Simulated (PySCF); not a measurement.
Correlation energy of Be (beryllium, neutral)

[He] 2s2, closed-shell 1S. Calculation: PySCF 2.14, in cc-pVDZ-DK; scalar relativity by spin-free X2C-1e. Frozen: 1s2; 2 electrons correlated.

Total MP2 correlation energy: -25.61 mhartree.

Same-spin part 0.00 and opposite-spin part -25.61 mhartree; SCS-MP2 scales them by 1/3 and 6/5 to -30.73 mhartree.

With two correlated electrons CCSD is exact within the correlated space (frozen core and kept virtual orbitals).

| level | correlation energy (mhartree) |
| --- | --- |
| CCSD | -44.50 |

Diagnostics: T1 = 0.016, D1 = 0.0229, largest double amplitude 0.150.

Problem. Is a single reference adequate?

Solution. Mostly. T1 lies below 0.03, but a double amplitude of this size points to a near-degeneracy that CCSD handles and MP2 describes poorly.
